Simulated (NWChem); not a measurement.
System: BH₂OF; SMILES FBO

```xyz
5

B     -0.4324    -0.0285     0.0000
H     -1.6513    -0.0366     0.0000
F      0.2230    -1.1901     0.0000
O      0.3139     1.1028     0.0000
H     -0.2390     1.9032     0.0000
```
Atoms are numbered in this order, from 1.

Level: PBE-D3(BJ)/def2-SVP (NWChem), optimised geometry, unscaled harmonic frequencies. 

```
frequency (cm⁻¹)  IR intensity (km/mol)
----------------  ---------------------
509                                 4.5
572                                76.1
904                                59.3
936                               121.4
1076                                6.8
1185                              134.5
1450                              296.7
2560                              144.7
3769                               83.7
```

```json
{
 "zero_point_energy": "18.5 kcal/mol",
 "thermal correction to the enthalpy at 298.15 K (with zero-point energy)": "21.2 kcal/mol",
 "heat capacity Cv": "9.8 cal/(mol K)",
 "entropy at 298.15 K and 1 atm (symmetry number 1)": "60.5 cal/(mol K)",
 "dipole_moment": "2.36 D"
}
```

Rigid rotor and harmonic oscillator.
